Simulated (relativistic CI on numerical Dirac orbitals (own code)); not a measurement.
## Crystal-field levels of Au3+, 5d8

Calculated by Dirac-Coulomb-Breit CI, separate exchange-only KLI orbitals for each configuration, a model potential for QED, valence Slater integrals scaled by 0.65, one configuration in a parametric crystal field (own radial code).

Field parameters in Wybourne normalisation: Oh B⁴₀ = 21Dq, B⁴₄ = √(5/14) B⁴₀. The field is a parameter set, without covalency.

S is read from ⟨S²⟩ = S(S + 1).

Levels (cm⁻¹, degeneracy): 0 (3), 8023 (2), 15348 (1), 16707 (2), 16730 (3), 19999 (3), 24086 (1), 27807 (3), 28344 (3), 29573 (1), 31099 (3), 31380 (2).

**Question.** Which field gives this pattern?
A. Oh, 10Dq = 40650 cm⁻¹
B. Oh, 10Dq = 7000 cm⁻¹
C. Oh, 10Dq = 18250 cm⁻¹
D. Oh, 10Dq = 23850 cm⁻¹

**Answer.** C. Oh, 10Dq = 18250 cm⁻¹, ground level with S = 0.99.
